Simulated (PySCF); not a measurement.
FK, quintet, at a GFN2-xTB geometry of the parent state (such geometries of metal compounds can be far from the true shape) (a higher spin typed on purpose: for a closed-shell molecule this is an excited state); TPSS/6-31G** (PySCF).

Input for PySCF:
```python
from pyscf import gto, scf, dft

mol = gto.M(
    atom='''
K    -0.00000000   -0.00000000   -0.64992819
F     0.00000000    0.00000000    1.37207062
''',
    basis='6-31g**',
    spin=4,
    verbose=4,
)

mf = dft.ROKS(mol)
mf.xc = 'tpss'
mf.kernel()
mf.analyze()
```

Q: Predict the main parts of the log of this PySCF run.

A: 
```
PySCF version 2.14.0

[INPUT] verbose = 4
[INPUT] num. atoms = 2
[INPUT] num. electrons = 28
[INPUT] charge = 0
[INPUT] spin (= nelec alpha-beta = 2S) = 4
[INPUT] symmetry False subgroup None
[INPUT] Mole.unit = angstrom
[INPUT] Symbol           X                Y                Z      unit          X                Y                Z       unit  Magmom
[...]
nuclear repulsion = 44.7524017421751
number of shells = 16
number of NR pGTOs = 102
number of NR cGTOs = 36
basis = 6-31g**
ecp = {}

******** <class 'pyscf.dft.roks.ROKS'> ********
method = ROKS
initial guess = minao
damping factor = 0
level_shift factor = 0
DIIS = <class 'pyscf.scf.diis.CDIIS'>
diis_start_cycle = 1
diis_space = 8
diis_damp = 0
SCF conv_tol = 1e-09
SCF conv_tol_grad = None
SCF max_cycles = 50
direct_scf = True
direct_scf_tol = 1e-13
num. doubly occ = 12  num. singly occ = 4
XC library pyscf.dft.libxc version 7.1.2
    S. Lehtola, C. Steigemann, M. J. T. Oliveira, and M. A. L. Marques,  SoftwareX 7, 1–5 (2018)
XC functionals = tpss
    J. Tao, J. P. Perdew, V. N. Staroverov, and G. E. Scuseria,  Phys. Rev. Lett. 91, 146401 (2003)
    J. P. Perdew, J. Tao, V. N. Staroverov, and G. E. Scuseria,  J. Chem. Phys. 120, 6898 (2004)
    J. Tao, J. P. Perdew, V. N. Staroverov, and G. E. Scuseria,  Phys. Rev. Lett. 91, 146401 (2003)
    J. P. Perdew, J. Tao, V. N. Staroverov, and G. E. Scuseria,  J. Chem. Phys. 120, 6898 (2004)
radial grids:
    Treutler-Ahlrichs [JCP 102, 346 (1995); DOI:10.1063/1.469408] (M4) radial grids

becke partition: Becke, JCP 88, 2547 (1988); DOI:10.1063/1.454033
pruning grids: <function nwchem_prune>
grids dens level: 3
symmetrized grids: False
atomic radii adjust function: <function treutler_atomic_radii_adjust>
small_rho_cutoff = 0
Set gradient conv threshold to 3.16228e-05
tot grids = 34304
init E= -699.627525144956

WARN: HOMO -0.028838451876384 >= LUMO -0.0288384518763823

cycle= 1 E= -698.927613953868  delta_E=  0.7  |g|= 0.589  |ddm|= 1.22
[...]
cycle= 2 E= -696.804014739973  delta_E= 2.12  |g|= 2.37  |ddm|= 2.48

WARN: HOMO 0.106504767537535 >= LUMO -0.782978896791673

cycle= 3 E= -695.479027450466  delta_E= 1.32  |g|= 1.58  |ddm|= 2.81

WARN: HOMO 0.836647255128625 >= LUMO -0.0719543362976891

cycle= 4 E= -698.125411795955  delta_E= -2.65  |g|= 0.297  |ddm|= 3.18
[...]
cycle= 5 E= -699.026858250484  delta_E= -0.901  |g|= 0.228  |ddm|= 2.77

WARN: HOMO -0.0326669804085366 >= LUMO -0.0318334289318231

cycle= 6 E= -699.047501592642  delta_E= -0.0206  |g|= 0.099  |ddm|= 1.11

WARN: HOMO -0.0358902671582597 >= LUMO -0.0351057511752617

cycle= 7 E= -699.045477827337  delta_E= 0.00202  |g|= 0.103  |ddm|=  1.1
[...]
cycle= 8 E= -699.050327781536  delta_E= -0.00485  |g|= 0.0752  |ddm|= 0.665
[...]
cycle= 9 E= -699.048843595679  delta_E= 0.00148  |g|= 0.0694  |ddm|= 1.03

WARN: HOMO -0.0378910010258892 >= LUMO -0.0369692204189824

cycle= 10 E= -699.045460923772  delta_E= 0.00338  |g|= 0.107  |ddm|= 0.189

WARN: HOMO -0.0375456376097029 >= LUMO -0.0365904302875068

cycle= 11 E= -699.041898533977  delta_E= 0.00356  |g|= 0.129  |ddm|= 0.307

WARN: HOMO -0.0364491405658211 >= LUMO -0.0357945751463327

cycle= 12 E= -699.050986617313  delta_E= -0.00909  |g|= 0.0641  |ddm|= 0.951

WARN: HOMO -0.0365968013228685 >= LUMO -0.0360213802894123

cycle= 13 E= -699.043257315286  delta_E= 0.00773  |g|= 0.118  |ddm|= 1.04

WARN: HOMO -0.0368859078455768 >= LUMO -0.0362722325652097

cycle= 14 E= -699.04437641738  delta_E= -0.00112  |g|= 0.11  |ddm|= 0.0467
[...]
cycle= 15 E= -699.046145803891  delta_E= -0.00177  |g|= 0.104  |ddm|= 0.889
[...]
cycle= 16 E= -699.042094547272  delta_E= 0.00405  |g|= 0.126  |ddm|= 0.36
[...]
cycle= 17 E= -699.040304108069  delta_E= 0.00179  |g|= 0.13  |ddm|= 0.317
[...]
cycle= 18 E= -699.047911252057  delta_E= -0.00761  |g|= 0.0817  |ddm|= 0.558
[...]
cycle= 19 E= -699.046399428504  delta_E= 0.00151  |g|= 0.101  |ddm|= 0.797
[...]
cycle= 20 E= -699.047374533732  delta_E= -0.000975  |g|= 0.0931  |ddm|= 0.196

[...]

cycle= 25 E= -699.020401602133  delta_E= -0.00602  |g|= 0.224  |ddm|= 0.646

WARN: HOMO -0.0330603369364855 >= LUMO -0.0411254297038419

cycle= 26 E= -699.032185970055  delta_E= -0.0118  |g|= 0.182  |ddm|= 1.02

WARN: HOMO -0.0361688316194581 >= LUMO -0.036019182460747

cycle= 27 E= -699.043228342115  delta_E= -0.011  |g|= 0.127  |ddm|= 1.35
[...]
cycle= 28 E= -699.033475015922  delta_E= 0.00975  |g|= 0.169  |ddm|= 0.607

WARN: HOMO -0.0366468261233525 >= LUMO -0.0366758976184028

cycle= 29 E= -699.041704760557  delta_E= -0.00823  |g|= 0.12  |ddm|= 0.914
[...]
cycle= 30 E= -699.049579759977  delta_E= -0.00787  |g|= 0.0824  |ddm|= 1.15
[...]
cycle= 31 E= -699.049728910134  delta_E= -0.000149  |g|= 0.0714  |ddm|= 0.924

WARN: HOMO -0.0370479344909578 >= LUMO -0.0361625200193329

cycle= 32 E= -699.042904620504  delta_E= 0.00682  |g|= 0.126  |ddm|= 1.12
[...]
cycle= 33 E= -699.044059237899  delta_E= -0.00115  |g|= 0.123  |ddm|= 0.258

WARN: HOMO -0.0372366282254416 >= LUMO -0.0362764739569732

cycle= 34 E= -699.04466196523  delta_E= -0.000603  |g|= 0.119  |ddm|= 0.033

WARN: HOMO -0.0369729395922086 >= LUMO -0.0364182415662805

cycle= 35 E= -699.04496649156  delta_E= -0.000305  |g|= 0.11  |ddm|= 0.269

WARN: HOMO -0.0373756683849281 >= LUMO -0.0364994437922841

cycle= 36 E= -699.04267787644  delta_E= 0.00229  |g|= 0.132  |ddm|= 0.807

WARN: HOMO -0.0370255373313937 >= LUMO -0.0362214544098706

cycle= 37 E= -699.050018488501  delta_E= -0.00734  |g|= 0.0727  |ddm|= 0.849

WARN: HOMO -0.037161594060655 >= LUMO -0.0362034407440244

cycle= 38 E= -699.044288554398  delta_E= 0.00573  |g|= 0.12  |ddm|= 1.01

WARN: HOMO -0.0371424582343256 >= LUMO -0.0364787631614046

cycle= 39 E= -699.04362023519  delta_E= 0.000668  |g|= 0.116  |ddm|= 1.09

WARN: HOMO -0.0369771397029067 >= LUMO -0.0365837650807479

cycle= 40 E= -699.045329675422  delta_E= -0.00171  |g|= 0.109  |ddm|= 0.189

WARN: HOMO -0.0366406772814849 >= LUMO -0.0364712050073846

cycle= 41 E= -699.037726357402  delta_E= 0.0076  |g|= 0.152  |ddm|= 1.14

WARN: HOMO -0.0364231371991504 >= LUMO -0.0364654256963495

cycle= 42 E= -699.040447543074  delta_E= -0.00272  |g|= 0.141  |ddm|= 0.324

WARN: HOMO -0.0366232369487611 >= LUMO -0.0365280900816179

cycle= 43 E= -699.041653749861  delta_E= -0.00121  |g|= 0.136  |ddm|= 0.111
[...]
cycle= 44 E= -699.04202058086  delta_E= -0.000367  |g|= 0.127  |ddm|= 0.936
[...]
cycle= 45 E= -699.029623050358  delta_E= 0.0124  |g|= 0.194  |ddm|= 1.17

WARN: HOMO -0.0313750023919976 >= LUMO -0.0404133155766357

cycle= 46 E= -699.011210877543  delta_E= 0.0184  |g|= 0.262  |ddm|= 1.36

WARN: HOMO -0.0315544753442611 >= LUMO -0.0390648208375683

cycle= 47 E= -699.049073737272  delta_E= -0.0379  |g|= 0.085  |ddm|= 0.405

WARN: HOMO -0.032930220767287 >= LUMO -0.0389303776650234

cycle= 48 E= -699.046399286277  delta_E= 0.00267  |g|= 0.106  |ddm|= 0.111

WARN: HOMO -0.0332488510846751 >= LUMO -0.038203511746062

cycle= 49 E= -699.050652712549  delta_E= -0.00425  |g|= 0.0721  |ddm|= 0.18

WARN: HOMO -0.0331212319378813 >= LUMO -0.0383643575926516

cycle= 50 E= -699.049877694924  delta_E= 0.000775  |g|= 0.0659  |ddm|= 0.191
SCF not converged.
SCF energy = -699.049877694924
**** SCF Summaries ****
Total Energy =                        -699.049877694923680
Nuclear Repulsion Energy =              44.752401742175110
One-electron Energy =                -1045.357239030842265
Two-electron Energy =                  301.554959593743490
Two-electron Coulomb Energy =          345.063547031842518
DFT Exchange-Correlation Energy =      -43.508587438099028
HOMO-LUMO gap [eV] =                    -0.142672716143319
**** MO energy ****
                Roothaan           | alpha              | beta
[...]
 ** Mulliken pop on meta-lowdin orthogonal AOs  **
 ** Mulliken pop  **
[...]
 ** Mulliken atomic charges  **
charge of    0K =     -0.83775
charge of    1F =      0.83775
Dipole moment(X, Y, Z, Debye): -0.00000, -0.00000,  3.04100
```

The run did not converge; its last values are not results.
